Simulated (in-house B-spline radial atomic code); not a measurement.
Zn. Computed with a B-spline radial atomic code. Model: non-relativistic spherical atom: semilocal Troullier-Martins pseudo-atom, one channel per l, against all electrons, high spin, G0W0 and RPA with empty states to l = 8, local potential for every l without a channel, a model core (radius 0 = none) keeps its share of the functional.

What the tables leave out is listed at the end.

The pseudopotential gives back the lowest level of each angular momentum of its own functional in the configuration it was made in; a second state of the same l is only approximately right. Exact exchange, RPA and GW see the smooth pseudo-orbitals and miss the exchange with the core, for which the functional's share stands in. The column with an uncorrelated core keeps all orbitals and exact exchange, and so separates missing core correlation from pseudisation. Only the three outermost levels and the lowest empty one were computed. RPA here is direct RPA, with no exchange kernel, and its energies carry an (l + 1/2)⁻⁴ tail. A hybrid on a potential with a model core restores only its own semilocal share of the core's exchange.

Command:
```bash
python run_psgw.py task.json out
```
Settings (lengths in bohr, energies in hartree):
```
Z                      30
electrons              30
configuration          [Ar] 3d10 4s2
generated_in           [Ar] 3d10 4s2
functional             lda,vwn
core_shells            4
radius_factor          1.3
core_correction        False
ion_configuration      [Ar] 3d10 4s1
```

Time taken, with all properties: 76 s on 1 thread of Arm Neoverse N1, on a shared host.

Given: made with LDA VWN5; model core radius 0 bohr; local radius 1.069 bohr; mean-field start LDA VWN5.

Valence shells of the generating configuration: 3p, 3d, 4s.

Channel: s 2.732, p 0.775, d 2.192 (radii in bohr).

Computed: largest level miss in the spin-unpolarised generating configuration 0 eV; valence RPA correlation energy all-electron orbitals -1.3353 hartree; valence RPA correlation energy pseudo -1.3184 hartree; pseudo-atom RPA polarisability 30.621 bohr³; ionisation by mean-field all-electron 9.6862 eV; ionisation by mean-field pseudo minus all 0.017 eV; ionisation by RPA pseudo minus all 0.888 eV.

```
level  occupied  mean-field all-electron (eV)  mean-field pseudo minus all (eV)  G0W0 all-electron (eV)  G0W0 uncorrelated core minus all (eV)  G0W0 pseudo minus all (eV)  exchange self-energy all-electron (eV)  exchange self-energy pseudo (eV)
   4s         1                       -6.0607                                 0                 -9.2662                                  -0.05                      -0.841                                 -11.917                           -13.016
```

Question: What is the all-electron RPA polarisability, core included?

Answer: 30.6 bohr³.

Question: What is the ionisation by RPA all-electron?

Answer: 9.5475 eV.

Given: mean-field start PBE0.

Computed: valence RPA correlation energy all-electron orbitals -1.263 hartree; valence RPA correlation energy pseudo -1.2629 hartree; all-electron RPA polarisability, core included 28.852 bohr³; pseudo-atom RPA polarisability 26.699 bohr³; ionisation by mean-field all-electron 9.0695 eV; ionisation by RPA all-electron 9.3734 eV.

```tsv
level	occupied	mean-field all-electron (eV)	mean-field pseudo minus all (eV)	G0W0 all-electron (eV)	G0W0 uncorrelated core minus all (eV)	G0W0 pseudo minus all (eV)	exchange self-energy all-electron (eV)	exchange self-energy pseudo (eV)
4s	1	-6.5448	-0.189	-9.2353	-0.046	-0.912	-11.482	-13.297
```

Question: What is the ionisation by RPA pseudo minus all?

Answer: 0.903 eV.

Question: What is the ionisation by mean-field pseudo minus all?

Answer: 0.279 eV.

Given: mean-field start Hartree-Fock.

Computed: valence RPA correlation energy pseudo -1.1403 hartree; all-electron RPA polarisability, core included 25.248 bohr³; pseudo-atom RPA polarisability 16.697 bohr³; ionisation by mean-field all-electron 7.6223 eV; ionisation by mean-field pseudo minus all 1.253 eV; ionisation by RPA pseudo minus all 1.084 eV.

```tsv
level	occupied	mean-field all-electron (eV)	mean-field pseudo minus all (eV)	G0W0 all-electron (eV)	G0W0 uncorrelated core minus all (eV)	G0W0 pseudo minus all (eV)	exchange self-energy all-electron (eV)	exchange self-energy pseudo (eV)
4s	1	-7.9595	-1.41	-9.073	-0.035	-0.982	-10.496	-15.289
3d	1	-21.294	3.515	-18.659	0.095	2.43	-52.614	-39.082
```

Question: What is the valence RPA correlation energy all-electron orbitals?

Answer: -1.108 hartree.

Question: What is the ionisation by RPA all-electron?

Answer: 8.9276 eV.

Among the listed levels the largest G0W0 shift of the pseudo-atom is +2.43 eV, for 3d on the Hartree-Fock start, while leaving the core uncorrelated moves that level by +0.10 eV. So pseudisation and the lost core exchange, not the missing core correlation, make the error. Not in the tables (levels of low weight, unsolved or above zero; the highest and the empty levels are kept at any weight): on LDA the G0W0 levels 3d (pseudo minus all +0.70 eV, weights 0.57 and 0.29), 3p (pseudo minus all +3.52 eV, weights 0.02 and 0.09), 4p (pseudo minus all +0.07 eV, weights 0.91 and 0.90); on PBE0 the G0W0 levels 3d (pseudo minus all +1.29 eV, weights 0.75 and 0.65), 3p (pseudo minus all +3.14 eV, weights 0.08 and 0.42); on Hartree-Fock the G0W0 levels 3p (pseudo minus all +5.70 eV, weights 0.33 and 0.13).
